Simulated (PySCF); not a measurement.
# One reaction down a group: F, Cl, Br, I

The same gas-phase reaction for F, Cl, Br, I:
- 3 InH + InF₃ → 3 InF + InH₃
- 3 InH + InCl₃ → 3 InCl + InH₃
- 3 InH + InBr₃ → 3 InBr + InH₃
- 3 InH + InI₃ → 3 InI + InH₃

Energies from PySCF (xtb for GFN2), thermal terms from the rigid-rotor harmonic-oscillator model, ideal gas at 1 bar. † marks an energy on the PBE0/def2-TZVP geometry and frequencies; other levels use their own. MP2 freezes the core. All species are closed-shell singlets. B3LYP is the form with VWN-RPA correlation. I, In: scalar-relativistic def2 core potential, no spin-orbit coupling. Br: all electrons, no relativistic terms. InH, InH₃: computed as isolated molecules; such fragments, hydroxides, amides, oligomers or adducts are transient or little studied in the gas. MP2 isn't extrapolated to the basis-set limit. The harmonic model lacks anharmonicity and excited electronic states, which grow with temperature; levels with a mode under 35 cm⁻¹ are left out. Soft modes under 120 cm⁻¹ make the harmonic entropy rough for InCl₃, InBr₃, InI₃.

ΔH°(298 K) in kJ, by level:

```
level                    F      Cl      Br       I
------------------  ------  ------  ------  ------
ωB97M-V/def2-TZVP†  -322.9  -268.5  -259.2  -236.1
GFN2-xTB            -510.0  -247.7  -264.1  -224.1
MP2/def2-SVP†       -284.4  -241.1  -247.1  -233.1
ωB97X-V/def2-TZVP†  -323.4  -269.3  -259.9  -236.6
B3LYP/def2-TZVP†    -334.1  -284.9  -276.8  -255.7
```

At ωB97M-V/def2-TZVP†, ΔH° rises from F to I, over a range of 86.8 kJ; the steps are +54.4, +9.3, +23.1 kJ. 3 of the 5 levels shown give the same order; GFN2-xTB, MP2/def2-SVP† order the members differently. The levels scatter most for F (225.6 kJ between the highest and the lowest) and least for Br (29.7 kJ). ΔS°(298 K) runs from 5.1 to 10.6 J/K, so TΔS° at 298 K spreads over 1.6 kJ among the members, against 86.8 kJ for ΔH°.

Free energies at ωB97M-V/def2-TZVP†:

```tsv
member	ΔS°(298 K), J/K	ΔG°(298 K), kJ	ΔG°(1600 K), kJ	ΔG° changes sign
F	5.1	-324	-322	none from 298 to 2500 K
Cl	10.3	-272	-275	none from 298 to 2500 K
Br	10.6	-262	-266	none from 298 to 2500 K
I	9.9	-239	-241	none from 298 to 2500 K
```

The NASA 1993 table holds none of these reactions whole; the comparison is among the levels.
